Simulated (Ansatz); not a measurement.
Cost and result for the atomization energy of C4H12ClGaN2 (`C[N](C)[Ga]([Cl])[N](C)C`) (20 atoms, 19 bonds).

```xyz
20

C     1.615    1.560   -0.270
N     0.177    1.590   -0.330
C    -0.356    2.920   -0.485
Ga   -0.889    0.130   -0.225
Cl   -2.954    0.433   -0.749
N    -0.435   -1.552    0.265
C     0.812   -1.916    0.885
C    -1.316   -2.675    0.061
H     1.993    0.537   -0.253
H     2.002    2.078    0.621
H     2.054    2.055   -1.148
H     0.034    3.401   -1.394
H    -1.444    2.898   -0.560
H    -0.089    3.564    0.366
H     1.414   -2.579    0.245
H     0.638   -2.450    1.830
H     1.414   -1.037    1.117
H    -1.542   -3.179    1.012
H    -2.261   -2.354   -0.379
H    -0.867   -3.424   -0.608
```

Charge 0, multiplicity 1. Correlated methods include outer-core shells of Ga, which these sets cover unevenly. Scalar relativity is left out up to krypton. All single points use the PBE0-D4/def2-TZVP geometry. It is one conformer, not always the lowest. Program: Ansatz. All runs use 4 threads of an AMD EPYC 7R13 on a shared host and a share of an NVIDIA H100 80 GB. Times are those of one run each, without the atoms' runs, and a repeat can differ threefold. Electronic energies, without spin–orbit coupling; frozen cores. CCSD(T)/CBS adds CCSD(T) − MP2 in def2-TZVPP to the MP2 limit, and its time is that of the two runs behind it. T1 = 0.012. With those shells the extrapolation isn't a true limit. B3LYP takes the VWN-RPA correlation (the form of Gaussian; ORCA's B3LYP/G). HSE06 is the plane-wave form, built on full-range PBE exchange.

CCSD(T)/CBS is a level of theory with its own doubt, some kJ/mol a heavy atom from the limit and from the frozen cores, so smaller differences don't rank the functionals.

| level | functions | wall time | atomization (kJ/mol) | difference from CCSD(T)/CBS | per bond |
| --- | --- | --- | --- | --- | --- |
| CCSD(T)/def2-SVP | 194 | 3.4 s | 6998.1 | -353.9 | -18.6 |
| LDA (SPW92)/def2-TZVPP | 444 | 3.6 s | 8413.6 | 1061.6 | 55.9 |
| HSE06-D4/def2-TZVPP | 444 | 3.7 s | 7384.7 | 32.7 | 1.7 |
| PBE0-D4/def2-TZVPP | 444 | 4.1 s | 7379.7 | 27.7 | 1.5 |
| revPBE-D4/def2-TZVPP | 444 | 4.1 s | 7318.0 | -34.0 | -1.8 |
| PBE-D4/def2-TZVPP (with forces) | 444 | 4.4 s | 7493.1 | 141.1 | 7.4 |
| B2PLYP/def2-TZVPP | 444 | 5.5 s | 7264.3 | -87.7 | -4.6 |
| B97M-V/def2-TZVPP | 444 | 6 s | 7343.4 | -8.6 | -0.4 |
| ωB97M-V/def2-TZVPP (with forces) | 444 | 8.5 s | 7358.6 | 6.6 | 0.3 |
| B3LYP-D4/def2-TZVPP (with forces) | 444 | 9 s | 7347.7 | -4.3 | -0.2 |
| MP2/def2-QZVPP | 861 | 15 s | 7376.2 | 24.2 | 1.3 |
| CCSD(T)/def2-TZVPP | 444 | 42 s | 7174.4 | -177.6 | -9.3 |
| CCSD(T)/CBS(def2) | – | 57 s | 7352.0 | 0.0 | 0.0 |

From PBE to PBE0 (25 % exact exchange), in def2-TZVPP and without D4, the atomization energy moves by −106.0 kJ/mol: exact exchange takes away binding that semilocal exchange gives to molecules. Leaving LDA and LC-ωPBE aside and taking each functional with its dispersion term where it has one, the values, not all of them listed here, spread over 335.9 kJ/mol, from BHLYP-D4 to PBE-D4. LDA lies +972.9 kJ/mol from PBE without D4, its usual overbinding. At CCSD(T), def2-SVP lies −353.9 kJ/mol from the extrapolated value and def2-TZVPP −177.6 kJ/mol: correlation converges slowly with the basis, and small sets miss more of it in the bonded molecule than in its fragments.
